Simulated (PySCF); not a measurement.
Bonds (- single, = double, # triple, : aromatic): C1=C2, C2-C3, C3-O4, O4-Si5, Si5-O6, O6-C7, C7-C8, C7=O9. C1 carries H10, H11; C2 carries H12; C3 carries H13, H14; Si5 carries H15, H16; C8 carries H17, H18, H19. H10 is cis to C3; H11 is trans to C3.

PySCF 2.14 calculation with geometry from PBE0-D3(BJ)/def2-SVP and shielding tensors at KT3/pcSseg-1 (GIAO); no relativistic terms, isolated molecule, a single conformation, fast rotation and ring inversion assumed for equivalent nuclei.

List the cross peaks expected in HSQC, COSY and HMBC spectra.

## Answers



HSQC (one-bond C–H):
```
                δH          δC
        6.06 (H12)  135.1 (C2)
        5.21 (H10)  111.3 (C1)
        5.10 (H11)  111.3 (C1)
    4.32 (H13/H14)   68.3 (C3)
2.00 (H17/H18/H19)   21.1 (C8)
```

COSY cross peaks (H two or three bonds apart, from the bond graph; peaks can be absent where the dihedral angle is near 90°):
```
        δH              δH
6.06 (H12)      5.21 (H10)
6.06 (H12)      5.10 (H11)
6.06 (H12)  4.32 (H13/H14)
5.21 (H10)      5.10 (H11)
```

HMBC (two and three bonds, from the bond graph):
```
                δH                      δC
        6.06 (H12)   111.3 (C1), 68.3 (C3)
        5.21 (H10)   135.1 (C2), 68.3 (C3)
    5.19 (H15/H16)   164.4 (C7), 68.3 (C3)
        5.10 (H11)   135.1 (C2), 68.3 (C3)
    4.32 (H13/H14)  135.1 (C2), 111.3 (C1)
2.00 (H17/H18/H19)              164.4 (C7)
```

Scale: 1H (31.32 ppm) and 13C (182.31 ppm) vs TMS (reference shieldings calculated alike).

Short H···H contacts in this conformer between protons four or more bonds apart (candidates for NOE cross peaks, intensity ∝ r⁻⁶): H10···H13 2.43 Å.

Shifts are as computed, not scaled to solution data. Of 1309 compounds with measured shifts, 239 miss one by over three times the rms of a fit or turn the order of signals round; such compounds aren't used in these exercises.
